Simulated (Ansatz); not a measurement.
Two structures of SiH3BrCl2, singlet, reached by relaxing down either side of one saddle point (PBE0-D4/def2-TZVP). Energies are electronic, without zero-point energy. Program: Ansatz 0.2.0. Basis: def2-TZVPP and def2-QZVPP. Cores are frozen in the correlated methods. Filled d shells of the heavier atoms are correlated. The def2 sets are not built for correlating such inner shells, so the correlated values are less sure here. Extrapolation: Hartree–Fock as exp(−7.88 √X), correlation as X^−2.97. First:

| atom | x (Å) | y (Å) | z (Å) |
| --- | --- | --- | --- |
| Si1 | -0.4097 | -0.7374 | 0.4768 |
| H2 | -0.4912 | 0.3831 | 1.4305 |
| Cl3 | -1.1906 | -0.1108 | -1.3160 |
| Cl4 | -1.5278 | -2.2879 | 1.1871 |
| H5 | 0.9647 | -1.2127 | 0.2383 |
| H6 | 0.7730 | 1.7636 | -1.3979 |
| Br7 | 1.8815 | 2.2020 | -0.6186 |

Second:

Si1  (0.556, -1.002, -0.308)
H2  (-1.638, 2.074, 0.816)
Cl3  (-1.001, -0.702, -1.576)
Cl4  (-0.141, -1.190, 1.590)
H5  (1.262, -2.234, -0.690)
H6  (-0.986, 2.361, 0.595)
Br7  (1.947, 0.693, -0.426)
(Å)

(1) Which bonds change from the first to the second?

(2) Give the saddle point's structure and its height above each. (To be estimated.)

The T1 diagnostic stays at or below 0.010.

Results:

(1) SiH₂Cl₂ ([Cl][SiH2][Cl]) + HBr → SiHBrCl₂ ([Cl][SiH]([Cl])[Br]) + H₂; bonds formed: Si1–Br7, H2–H6; bonds broken: Si1–H2, H6–Br7.

(2) Computed: 1.707 eV above the first and 2.387 eV above the second (CCSD(T) at an estimated basis limit (MP2 extrapolated from triple and quadruple zeta, plus CCSD(T) − MP2 in triple zeta)).
Si1  (-0.030, -0.470, 0.007)
H2  (-0.557, 0.948, 0.728)
Cl3  (-1.129, -0.658, -1.673)
Cl4  (-1.150, -1.328, 1.525)
H5  (1.222, -1.215, 0.140)
H6  (0.117, 1.310, 0.224)
Br7  (1.527, 1.414, -0.951)
(Å)

Labels in which every atom is bracketed show which atoms are joined, not bond orders.

For scale, one of the runs: CCSD(T)/def2-TZVPP, 216 basis functions, launched by `ansatz run in.yaml --threads 4 --pin off --events-out ev --progress --plain --max-ram 9574MiB`. The run took 110 s on 4 CPU threads of an Arm Neoverse V1 (shared host), with 2.9 GiB of host memory at its peak.
